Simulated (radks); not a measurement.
Spherical jellium clusters: N electrons in a uniform positive sphere of charge N and radius rs N^(1/3), rs = 4.67 bohr. Calculated with a radial shooting solver with Libxc functionals: non-relativistic Kohn-Sham, PBEsol, spin-polarised, spherical densities. Levels are named by radial order and angular momentum (1s, 1p, 1d, 2s, ...), and open shells are averaged over m.

N = 3, configuration 1s2 1p(up 1, down 0). This is the lowest configuration that the search found. Occupied levels:

| level | occupation | eigenvalue (eV) | <r> (bohr) |
|---|---|---|---|
| 1s up | 1 | -3.4252 | 5.003 |
| 1s down | 1 | -3.1427 | 4.768 |
| 1p up | 1 | -2.0248 | 6.407 |

Energy (eV): total -4.54933, kinetic 4.1193, external -42.015, Hartree 20.434, exchange-correlation -8.9038, background 21.817.

Electron density:

| r (bohr) | n(r) (e/bohr^3) |
|---|---|
| 0.525 | 0.003739 |
| 1.11 | 0.003684 |
| 1.69 | 0.003582 |
| 2.28 | 0.003421 |
| 2.86 | 0.003191 |
| 3.45 | 0.002888 |
| 4.03 | 0.002520 |
| 4.62 | 0.002105 |
| 5.20 | 0.001676 |
| 5.79 | 0.001266 |
| 6.37 | 0.0009068 |
| 6.95 | 0.0006156 |
| 7.54 | 0.0003993 |
| 8.12 | 0.0002497 |
| 8.71 | 0.0001524 |
| 9.29 | 0.00009176 |
| 9.88 | 0.00005478 |
| 10.5 | 0.00003264 |
| 11.0 | 0.00001949 |
| 11.6 | 0.00001153 |
